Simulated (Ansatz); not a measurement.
Frontier orbitals of C2H6GeOS (`CC(=S)[O][GeH3]`).

The species carries charge 0 and has multiplicity 1. Correlated methods include outer-core shells of Ge, which these sets cover unevenly. Scalar relativity is left out up to krypton. The geometry is a stationary point of PBE0-D4/def2-TZVP. Basis def2-TZVPP, Ansatz.

Orbital energies of one run (eV). Highest occupied ones, from the top: -7.49, -8.49, -10.53, -11.71, -11.88, -12.51, -12.77, -14.17, -14.73, -15.02, -16.50, -19.05, -21.69, -23.78. Empty: -0.02, 0.63, 1.17, 2.15, 2.22, 2.80.

**Question.** Which functional gave them?
A. PBE
B. CAM-B3LYP
C. r2SCANh
D. revPBE

**Answer.** B. HOMO energies: CAM-B3LYP -7.49, PBE -5.00, revPBE -4.94, r2SCANh -5.66 eV.
